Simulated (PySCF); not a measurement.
Compound: C6H8BN.
Geometry (PBE0-D3(BJ)/def2-SVP, Å), atoms numbered from 1 in this order:
```
atom  x, y, z in Å
B1     2.7447   -0.6531   -0.6659
N2     1.8027    0.3051   -0.2799
C3     0.4243    0.1916   -0.0351
C4    -0.2247   -1.0491    0.0036
C5    -1.5928   -1.1135    0.2455
C6    -2.3381    0.0464    0.4590
C7    -1.6945    1.2813    0.4270
C8    -0.3261    1.3540    0.1814
H9     3.8832   -0.2811   -0.8198
H10    2.4234   -1.8014   -0.8448
H11    2.1318    1.2580   -0.1689
H12    0.3487   -1.9631   -0.1538
H13   -2.0830   -2.0898    0.2727
H14   -3.4113   -0.0133    0.6512
H15   -2.2602    2.2013    0.5929
H16    0.1720    2.3277    0.1525
```

The closed-shell ground state was solved at several levels (PySCF, density fitting, gas phase, non-relativistic).

```csv
level,basis functions,total energy (Eh),HOMO (eV),LUMO (eV),gap (eV),dipole (D)
wB97X-D/pcSseg-1,176,-312.9371,-8.37,0.92,9.29,1.35
PBE0/pcSseg-1,176,-312.6666,-6.66,-0.85,5.81,1.42
wB97X-D/def2-SVPD,224,-312.7652,-8.35,0.90,9.25,1.30
```

**Question.** What might B3LYP/pcJ-1 (296 basis functions) give for the same quantities?

**Answer.** Total energy -313.1092 Eh, HOMO -6.42 eV, LUMO -1.02 eV, gap 5.40 eV, dipole 1.47 D.

**Question.** Over all these levels, which gives the widest orbital gap and which the narrowest?

**Answer.** wB97X-D/pcSseg-1 (range-separated hybrid) has the widest, 9.29 eV, and B3LYP/pcJ-1 (global hybrid, 20 % exact exchange) the narrowest, 5.40 eV. Functional and basis both differ between the two, so the spread mixes both effects.

**Question.** How far do the dipole and the HOMO energy spread over the levels?

**Answer.** The dipole runs from 1.30 to 1.47 D (mean 1.38 D) and the HOMO from -8.37 to -6.42 eV.

One conformer stands for the species.

The pairwise dispersion term of wB97X-D wasn't added to the energies; at a given geometry it leaves orbitals and properties as they are.
